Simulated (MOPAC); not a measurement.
MOPAC input (PM7):

```
PM7 1SCF GEO-OK AUX(PRECISION=9) THREADS=1
C4H8Se

C    -2.15143800 1    1.40227100 1    0.48785600 1
C    -1.40577900 1    0.30666500 1    0.61460500 1
C    -1.96986200 1   -1.07597400 1    0.47270200 1
C     0.05285100 1    0.40735700 1    0.92147000 1
Se    1.24200900 1   -0.15555800 1   -0.58147400 1
H    -3.21135100 1    1.34396500 1    0.27519800 1
H    -1.72566400 1    2.39283800 1    0.58993700 1
H    -1.50442600 1   -1.59700300 1   -0.36758900 1
H    -1.77055400 1   -1.67120200 1    1.36910200 1
H    -3.04593600 1   -1.05248700 1    0.30717200 1
H     0.34997700 1    1.43394000 1    1.12218900 1
H     0.33764800 1   -0.20869200 1    1.77283600 1
H     1.18736500 1   -1.59429000 1   -0.27851200 1
```

Output:

```
 *******************************************************************************
 **                                                                           **
 **                              MOPAC v23.2.5                                **
 **                                                                           **
 *******************************************************************************
 ** MOPAC's Digital Object Identifier: https://doi.org/10.5281/zenodo.6511958 **
 **                                                                           **
 ** Please cite the open-source release paper for use of this MOPAC version:  **
 ** J. E. Moussa and J. J. P. Stewart (2026)                                  **
 ** MOPAC: An open-source semiempirical molecular orbital program             **
 ** J. Open Source Softw., 11(119), 8025, https://doi.org/10.21105/joss.08025 **
 *******************************************************************************

                              PM7 CALCULATION RESULTS

 *******************************************************************************
 *  PM7        - The PM7 Hamiltonian to be used
 *  GEO-OK     - OVERRIDE INTERATOMIC DISTANCE AND OTHER SAFETY CHECKS
 *  1SCF       - DO 1 SCF AND THEN STOP
 *  AUX        - OUTPUT AUXILIARY INFORMATION
 *******************************************************************************
PM7 1SCF GEO-OK AUX(PRECISION=9) THREADS=1
 C4H8Se

   ATOM   CHEMICAL          X               Y               Z
  NUMBER   SYMBOL      (ANGSTROMS)     (ANGSTROMS)     (ANGSTROMS)

     1       C         -2.15143800  *   1.40227100  *   0.48785600  *
     2       C         -1.40577900  *   0.30666500  *   0.61460500  *
     3       C         -1.96986200  *  -1.07597400  *   0.47270200  *
     4       C          0.05285100  *   0.40735700  *   0.92147000  *
     5      Se          1.24200900  *  -0.15555800  *  -0.58147400  *
     6       H         -3.21135100  *   1.34396500  *   0.27519800  *
     7       H         -1.72566400  *   2.39283800  *   0.58993700  *
     8       H         -1.50442600  *  -1.59700300  *  -0.36758900  *
     9       H         -1.77055400  *  -1.67120200  *   1.36910200  *
    10       H         -3.04593600  *  -1.05248700  *   0.30717200  *
    11       H          0.34997700  *   1.43394000  *   1.12218900  *
    12       H          0.33764800  *  -0.20869200  *   1.77283600  *
    13       H          1.18736500  *  -1.59429000  *  -0.27851200  *

          CARTESIAN COORDINATES

    NO.       ATOM           X           Y           Z

     1         C         -2.1514      1.4023      0.4879
     2         C         -1.4058      0.3067      0.6146
     3         C         -1.9699     -1.0760      0.4727
     4         C          0.0529      0.4074      0.9215
     5        Se          1.2420     -0.1556     -0.5815
     6         H         -3.2114      1.3440      0.2752
     7         H         -1.7257      2.3928      0.5899
     8         H         -1.5044     -1.5970     -0.3676
     9         H         -1.7706     -1.6712      1.3691
    10         H         -3.0459     -1.0525      0.3072
    11         H          0.3500      1.4339      1.1222
    12         H          0.3376     -0.2087      1.7728
    13         H          1.1874     -1.5943     -0.2785

 General Reference for PM7:
 "Optimization of Parameters for Semiempirical Methods VI: More Modifications to the
 NDDO Approximations and Re-optimization of Parameters", J. J. P. Stewart, J. Mol. Mod., 1:32, 19 (2013)
 https://link.springer.com/article/10.1007/s00894-012-1667-x

           Empirical Formula: C4 H8 Se  =    13 atoms

      MOLECULAR POINT GROUP   :   C1

      RHF CALCULATION, NO. OF DOUBLY OCCUPIED LEVELS = 15

 -------------------------------------------------------------------------------
 PM7 1SCF GEO-OK AUX(PRECISION=9) THREADS=1
 C4H8Se

     1SCF WAS SPECIFIED, SO BFGS WAS NOT USED
     SCF FIELD WAS ACHIEVED

                              PM7 CALCULATION
                                                       MOPAC v23.2.5 Linux

          FINAL HEAT OF FORMATION =         -3.51437 KCAL/MOL =     -14.70411 KJ/MOL

          COSMO AREA              =        137.83 SQUARE ANGSTROMS
          COSMO VOLUME            =        131.05 CUBIC ANGSTROMS

          IONIZATION POTENTIAL    =          8.196489 EV
          HOMO LUMO ENERGIES (EV) =         -8.196 -0.116
          NO. OF FILLED LEVELS    =         15
          MOLECULAR WEIGHT        =        135.0672         POINT GROUP:  C1

          MOLECULAR DIMENSIONS (Angstroms)

            Atom       Atom       Distance
            H    13    H     6     5.31871
            H    11    H    10     4.06892
           Se     5    H     9     2.40959

          SCF CALCULATIONS        =          1

   ATOM   CHEMICAL          X               Y               Z
  NUMBER   SYMBOL      (ANGSTROMS)     (ANGSTROMS)     (ANGSTROMS)

     1       C         -2.15143800  *   1.40227100  *   0.48785600  *
     2       C         -1.40577900  *   0.30666500  *   0.61460500  *
     3       C         -1.96986200  *  -1.07597400  *   0.47270200  *
     4       C          0.05285100  *   0.40735700  *   0.92147000  *
     5      Se          1.24200900  *  -0.15555800  *  -0.58147400  *
     6       H         -3.21135100  *   1.34396500  *   0.27519800  *
     7       H         -1.72566400  *   2.39283800  *   0.58993700  *
     8       H         -1.50442600  *  -1.59700300  *  -0.36758900  *
     9       H         -1.77055400  *  -1.67120200  *   1.36910200  *
    10       H         -3.04593600  *  -1.05248700  *   0.30717200  *
    11       H          0.34997700  *   1.43394000  *   1.12218900  *
    12       H          0.33764800  *  -0.20869200  *   1.77283600  *
    13       H          1.18736500  *  -1.59429000  *  -0.27851200  *

                             CARTESIAN COORDINATES

   1    C       -2.151438000     1.402271000     0.487856000
   2    C       -1.405779000     0.306665000     0.614605000
   3    C       -1.969862000    -1.075974000     0.472702000
   4    C        0.052851000     0.407357000     0.921470000
   5   Se        1.242009000    -0.155558000    -0.581474000
   6    H       -3.211351000     1.343965000     0.275198000
   7    H       -1.725664000     2.392838000     0.589937000
   8    H       -1.504426000    -1.597003000    -0.367589000
   9    H       -1.770554000    -1.671202000     1.369102000
  10    H       -3.045936000    -1.052487000     0.307172000
  11    H        0.349977000     1.433940000     1.122189000
  12    H        0.337648000    -0.208692000     1.772836000
  13    H        1.187365000    -1.594290000    -0.278512000

           Empirical Formula: C4 H8 Se  =    13 atoms

      MOLECULAR POINT GROUP   :   C1

                  EIGENVALUES
 -28.93434 -24.90209 -24.18755 -22.08983 -18.12165 -15.85235 -15.50788 -14.64605
 -13.55169 -12.94927 -12.24921 -11.76458 -11.02012  -9.48274  -8.19649  -0.11554
   1.34288   1.46230   4.01395   4.26423   5.32315   5.55199   5.58520   6.01381
   6.17620   6.36129   6.70754   6.85849

              NET ATOMIC CHARGES AND DIPOLE CONTRIBUTIONS

  ATOM NO.   TYPE          CHARGE      No. of ELECS.   s-Pop       p-Pop
    1          C          -0.375387        4.3754     1.09468     3.28070
    2          C           0.078780        3.9212     1.07057     2.85065
    3          C          -0.462124        4.4621     1.05019     3.41193
    4          C          -0.435404        4.4354     1.07706     3.35834
    5         Se           0.046581        5.9534     1.94372     4.00970
    6          H           0.151374        0.8486     0.84863
    7          H           0.150791        0.8492     0.84921
    8          H           0.156973        0.8430     0.84303
    9          H           0.154655        0.8453     0.84534
   10          H           0.158302        0.8417     0.84170
   11          H           0.169544        0.8305     0.83046
   12          H           0.159071        0.8409     0.84093
   13          H           0.046844        0.9532     0.95316
 DIPOLE           X         Y         Z       TOTAL
 POINT-CHG.     0.347    -0.797     0.053     0.871
 HYBRID        -0.364    -0.730     0.727     1.093
 SUM           -0.017    -1.527     0.780     1.715

          ATOMIC ORBITAL ELECTRON POPULATIONS

     Atom    s        px        py        pz
    1  C   1.09468   1.11357   1.07568   1.09146
    2  C   1.07057   0.94004   0.96411   0.94649
    3  C   1.05019   1.16786   1.06829   1.17579
    4  C   1.07706   1.04633   1.18931   1.12270
    5 Se   1.94372   1.58486   1.06807   1.35677
    6  H   0.84863
    7  H   0.84921
    8  H   0.84303
    9  H   0.84534
   10  H   0.84170
   11  H   0.83046
   12  H   0.84093
   13  H   0.95316

 **********************
 *                    *
 * JOB ENDED NORMALLY *
 *                    *
 **********************

 == MOPAC DONE ==
```

The geometry given is a B3LYP-D3(BJ)/def2-TZVP minimum.
